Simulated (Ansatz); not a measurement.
Saddle point of GeSiH7F, singlet (GeH₃F ([F][GeH3]) + SiH₄ → GeSiH₆ ([SiH3][GeH3]) + HF; bonds formed: Ge1–Si7, F2–H6; bonds broken: Ge1–F2, H6–Si7), PBE0-D4/def2-TZVP structure:

Ge1  (-0.556, -1.211, 0.000)
F2  (1.398, -1.319, 0.656)
H3  (-0.208, -2.173, -1.134)
H4  (-1.016, -1.797, 1.333)
H5  (-1.702, -0.287, -0.517)
H6  (1.003, -0.183, 0.358)
Si7  (0.318, 1.382, -0.104)
H8  (1.569, 2.136, 0.196)
H9  (-0.781, 1.898, 0.750)
H10  (-0.024, 1.553, -1.538)
(Å)

Energies are electronic, without zero-point energy. Barriers and step energies count from the start structure reached by relaxing down the imaginary mode; all methods use the PBE0-D4 structures, on which another method's saddle can fall below an end. Ansatz 0.2.0; basis: def2-TZVPP, with def2-QZVPP for the basis limit; cores frozen in the correlated methods. Filled d shells of the heavier atoms are correlated. The def2 sets are not built for correlating such inner shells, so the correlated values are less sure here. B3LYP uses VWN-RPA correlation. Extrapolation: Hartree–Fock as exp(−7.88 √X), correlation as X^−2.97.

```json
{"method": "SPW92", "barrier (kcal/mol)": "36.17", "step energy (kcal/mol)": "2.25"}
{"method": "PBE-D4", "barrier (kcal/mol)": "43.79", "step energy (kcal/mol)": "4.84"}
{"method": "BLYP-D4", "barrier (kcal/mol)": "50.63", "step energy (kcal/mol)": "9.52"}
{"method": "r2SCAN-D4", "barrier (kcal/mol)": "50.38", "step energy (kcal/mol)": "8.33"}
{"method": "B97M-V", "barrier (kcal/mol)": "55.08", "step energy (kcal/mol)": "10.63"}
{"method": "PBE0-D4", "barrier (kcal/mol)": "?", "step energy (kcal/mol)": "5.47"}
{"method": "B3LYP-D4", "barrier (kcal/mol)": "55.17", "step energy (kcal/mol)": "9.66"}
{"method": "r2SCAN0-D4", "barrier (kcal/mol)": "54.40", "step energy (kcal/mol)": "7.89"}
{"method": "BHLYP-D4", "barrier (kcal/mol)": "62.45", "step energy (kcal/mol)": "11.28"}
{"method": "CAM-B3LYP-D4", "barrier (kcal/mol)": "57.70", "step energy (kcal/mol)": "11.17"}
{"method": "wB97X-V", "barrier (kcal/mol)": "57.13", "step energy (kcal/mol)": "10.45"}
{"method": "wB97M-V", "barrier (kcal/mol)": "55.76", "step energy (kcal/mol)": "9.78"}
{"method": "B2PLYP", "barrier (kcal/mol)": "57.61", "step energy (kcal/mol)": "10.60"}
{"method": "PBE-QIDH", "barrier (kcal/mol)": "55.74", "step energy (kcal/mol)": "7.53"}
{"method": "RPA on PBE", "barrier (kcal/mol)": "58.01", "step energy (kcal/mol)": "10.71"}
{"method": "HF", "barrier (kcal/mol)": "?", "step energy (kcal/mol)": "17.13"}
{"method": "MP2", "barrier (kcal/mol)": "?", "step energy (kcal/mol)": "9.22"}
{"method": "CCSD", "barrier (kcal/mol)": "61.69", "step energy (kcal/mol)": "9.66"}
{"method": "CCSD(T)", "barrier (kcal/mol)": "58.01", "step energy (kcal/mol)": "8.90"}
```

Q: Fill in the withheld barriers. (Judge from chemistry; the value comes from the calculation.)

A: The calculation gives: MP2 57.67; PBE0-D4 50.21; HF 79.17 kcal/mol. Each is the energy of the saddle less that of the start structure, by the same method.

For comparison, the barrier by CCSD(T) at an estimated basis limit (MP2 extrapolated from triple and quadruple zeta, plus CCSD(T) − MP2 in triple zeta) is 57.05 kcal/mol.

No T1 diagnostic of these runs exceeds 0.015. The start structure is not quite a true minimum (one mode of 26i cm⁻¹).

Labels in which every atom is bracketed show which atoms are joined, not bond orders.

For scale, one of the runs: CCSD(T)/def2-TZVPP, 219 basis functions, launched by `ansatz run in.yaml --threads 4 --pin off --events-out ev --progress --plain --max-ram 9574MiB`. The run took 2 min on 4 CPU threads of an Intel Xeon (shared host), with 3.2 GiB of host memory at its peak.
